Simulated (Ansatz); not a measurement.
FGeH₃S₃, SMILES `[F][Ge]([SH])([SH])[SH]`, relaxed with RKS PBE0-D4/def2-TZVP in Ansatz 0.2.0 from a PBE-D4/def2-SVP geometry. The force threshold is 0.005 eV/Å; the program also tests the step.

Charge 0, multiplicity 1.

Start:

```xyz
8

F    -0.653   -1.180   -1.605
Ge   -0.015   -0.307   -0.216
S     2.111    0.218   -0.612
S     0.037   -1.602    1.592
S    -1.439    1.406   -0.056
H     1.822    0.670   -1.866
H    -1.236   -1.248    1.928
H    -0.626    2.043    0.835
```

```tsv
step	energy (eV)	largest force (eV/Å)	largest move (Å)
1	-91775.1866	0.586	0.000
2	-91775.2242	0.256	0.035
3	-91775.2246	0.103	0.073
4	-91775.2301	0.063	0.043
5	-91775.2304	0.029	0.004
6	-91775.2306	0.066	0.045
7	-91775.2310	0.034	0.011
8	-91775.2313	0.008	0.031
9	-91775.2313	0.010	0.014
10	-91775.2313	0.004	0.003
```

End:

```xyz
8

F    -0.668   -1.184   -1.541
Ge    0.006   -0.305   -0.205
S     2.106    0.161   -0.656
S     0.041   -1.548    1.607
S    -1.372    1.412   -0.110
H     1.784    0.730   -1.830
H    -1.247   -1.277    1.881
H    -0.650    2.010    0.854
```

It took 54 s on 4 threads of an Arm Neoverse V1 on a shared host, with 0.75 GiB of host memory at the peak.
